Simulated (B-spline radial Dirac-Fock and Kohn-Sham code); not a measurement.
A summary of the ionisation energies of bromine (Z = 35) against charge, from Dirac-Fock (average of configuration) total-energy differences with a finite nucleus, the Breit interaction including its frequency dependence, and self-energy and vacuum-polarisation corrections and from the NIST table. The largest relative steps of the computed values, from charge +5 on, come at Br⁵⁺ (30 electrons left, 58.32 to 85.29 eV); Br⁷⁺ (28 electrons left, 101.7 to 191.1 eV); Br²⁵⁺ (10 electrons left, 1118.4 to 2743.8 eV); Br³³⁺ (2 electrons left, 3868.8 to 16315.3 eV). The median of |NIST − computed| / NIST over the 35 ions is 0.77 %.

| charge | computed (eV) | NIST (eV) |
| --- | --- | --- |
| 0 | 11.53 | 11.81381 |
| 2 | 33.10 | 34.871 |
| 4 | 58.32 | 59.595 |
| 6 | 101.7 | 103.03 |
| 8 | 226.8 | 224 |
| 10 | 303.8 | 301 |
| 12 | 387.7 | 393 |
| 14 | 478.5 | 481 |
| 16 | 575.8 | 577 |
| 18 | 765.5 | 761 |
| 20 | 862.0 | 870 |
| 22 | 962.2 | 963 |
| 24 | 1118.4 | 1119.17 |
| 26 | 2887.2 | 2869 |
| 28 | 3182.9 | 3169 |
| 30 | 3490.2 | 3523.1 |
| 32 | 3868.8 | 3868.986 |
| 34 | 16937.3 | 16937.15 |
